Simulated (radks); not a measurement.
Results of a calculation; reference values are marked as such.
Spherical quantum dot in the effective-mass picture: electrons in a hard-walled sphere of radius 2.12, all in effective atomic units (hartree* = m*/eps^2 hartree, bohr* = eps/m* bohr), one dielectric constant everywhere. Level of theory: non-relativistic Kohn-Sham, r2SCAN, spin-polarised, spherical densities, generalised Kohn-Sham scheme (a radial shooting solver with Libxc functionals). Levels are named by radial order and angular momentum (1s, 1p, 1d, 2s, ...), and open shells are averaged over m. Results are scaled to m* = 0.294 and eps = 17, for which hartree* = 27.68 meV and bohr* = 3.06 nm.

N = 20, configuration 1s2 1p6 1d10 1f(up 2, down 0). This is the lowest configuration that the search found. Occupied and some empty levels:

| level | occupation | eigenvalue (meV) | <r> (nm) |
|---|---|---|---|
| 1s up | 1 | 373.76 | 4.029 |
| 1s down | 1 | 375.07 | 4.008 |
| 1p up | 3 | 394.02 | 4.310 |
| 1p down | 3 | 395.68 | 4.297 |
| 1d up | 5 | 426.28 | 4.516 |
| 1d down | 5 | 428.25 | 4.510 |
| 1f up | 2 | 468.83 | 4.677 |
| 1f down | 0 | 471.05 | 4.674 |
| 2s up | 0 | 474.80 | 2.960 |
| 2s down | 0 | 475.81 | 2.978 |
| 1g up | 0 | 520.77 | 4.807 |
| 1g down | 0 | 523.19 | 4.806 |
| 2p up | 0 | 533.09 | 3.411 |
| 2p down | 0 | 534.09 | 3.421 |
| 2d up | 0 | 600.74 | 3.702 |
| 2d down | 0 | 601.98 | 3.705 |

Energy (meV): total 4970.42, kinetic 1880.6, external 0, Hartree 3508.1, exchange-correlation -418.26.

Electron density:

| r (nm) | n(r) (e/nm^3) |
|---|---|
| 0.180 | 0.002612 |
| 0.665 | 0.003115 |
| 1.15 | 0.004374 |
| 1.63 | 0.006742 |
| 2.12 | 0.01062 |
| 2.60 | 0.01619 |
| 3.09 | 0.02307 |
| 3.57 | 0.02989 |
| 4.06 | 0.03421 |
| 4.54 | 0.03347 |
| 5.03 | 0.02618 |
| 5.51 | 0.01452 |
| 6.00 | 0.003970 |
| 6.48 | 3.706e-06 |
